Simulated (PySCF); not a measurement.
C6H10, SMILES CC(CC)=C=C.

The structure is a stationary point at TPSSh-D3(BJ)/def2-SVP. The values are those of a single conformer.

Two levels are set side by side: PBE/def2-TZVP (PySCF) and PBE0/def2-TZVP (PySCF). Same geometry, gas phase. Differences are taken from unrounded values.

```csv
quantity,PBE0
orbital gap (eV),7.38
highest occupied level (eV),-6.85
lowest empty level (eV),0.52
dipole moment (D),0.64
mean polarisability (bohr³),77.4
```

Question: What does PBE give, and how far is it from PBE0? (Estimate from the structure and the level; the computed values follow.)

Answer: 
| quantity | PBE | PBE minus PBE0 |
|---|---|---|
| orbital gap (eV) | 5.22 | -2.15 |
| highest occupied level (eV) | -5.73 | 1.12 |
| lowest empty level (eV) | -0.51 | -1.03 |
| dipole moment (D) | 0.64 | 0.01 |
| mean polarisability (bohr³) | 79.5 | 2.1 |

Without exact exchange PBE keeps part of each electron's self-repulsion, which lifts occupied levels and narrows the gap. Differences between two approximate levels are no errors against the true value.

Rough cost on one machine, each run with all the roots and properties that it gave: PBE0 against PBE within a factor of 2.
